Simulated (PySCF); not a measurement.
# A small calculation by hand: chemical shift, span and skew from a shielding tensor

C₂H₇ClSi, SMILES C[SiH](C)Cl. Atoms are numbered in the order given.

```xyz
11

Si     0.3823     0.4189     0.0000
C      1.1741    -0.2664     1.5533
C      1.1741    -0.2664    -1.5533
Cl    -1.6420    -0.1247     0.0000
H      0.4283     1.9078     0.0000
H      2.2384     0.0190     1.6004
H      0.6736     0.1188     2.4552
H      1.1101    -1.3660     1.5684
H      0.6736     0.1188    -2.4552
H      2.2384     0.0190    -1.6004
H      1.1101    -1.3660    -1.5684
```
Charge 0, spin multiplicity 1.

Geometry optimised at B3LYP-D3(BJ)/def2-SVP.

GIAO shieldings from PBE/pcSseg-1 in PySCF, non-relativistic, no solvent. The symmetric part of the tensor of C2 has the principal values 166.2, 177.5, 186.6 ppm. The same nucleus in TMS has σ = 182.0 ppm at this level (PySCF, at its B3LYP-D3(BJ)/def2-TZVP geometry). Without spin–orbit terms, shifts of atoms bonded to Cl or Br come out too high.

**Question.** Work out the isotropic shielding, the ¹³C shift against TMS, the span and the skew.

**Answer.** 
σ(iso) = (σ11 + σ22 + σ33)/3 = 176.8 ppm. δ = σ(ref) − σ(iso) = 182.0 − (176.8) = 5.2 ppm.
Span Ω = σ33 − σ11 = 20.4 ppm. Skew κ = 3(σ(iso) − σ22)/Ω = -0.11. Tumbling in solution averages the tensor to δ; in a static solid the shielding alone would spread this spin-1/2 line over Ω.
